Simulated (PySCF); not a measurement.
H4RuO2 (singlet). All numbers come from PBE0 in PySCF with Ru def2-TZVP with ECP28, O def2-TZVP, H def2-TZVP; scalar-relativistic core potentials, no spin–orbit coupling; density-fitted integrals.

Harmonic bands of its minimum:

```csv
ω (cm⁻¹),IR (km/mol)
92,3.1
152,11.6
297,4.3
517,0.0
542,17.8
566,68.8
698,0.0
735,1.0
932,2.6
988,388
1027,9.9
1415,3.5
1424,15.1
3391,29.2
3435,5.6
```

Question: The central atom is Ru. Infer the point group and assign the bands.

Answer: C2v. The modes span 4b1 + 6a1 + 2a2 + 3b2: 92 b1, 152 a1, 297 a1, 517 a2, 542 b2, 566 b1, 698 a2, 735 b2, 932 a1, 988 b2, 1027 a1, 1415 b1, 1424 a1, 3391 b1, 3435 a1. The computed geometry has H–H 0.815 Å (×2), Ru–H 1.847 Å (×4), Ru–O 1.679 Å (×2); H–H–Ru 77.1° (×2), H–H–Ru 77.4° (×2), H–Ru–H 25.5° (×2), H–Ru–H 139.0°, H–Ru–H 164.5° (×2), H–Ru–H 170.1°, H–Ru–O 89.2° (×4), H–Ru–O 93.0° (×4), O–Ru–O 162.6°.

Only a few start shapes were tried, so a lower isomer may exist.
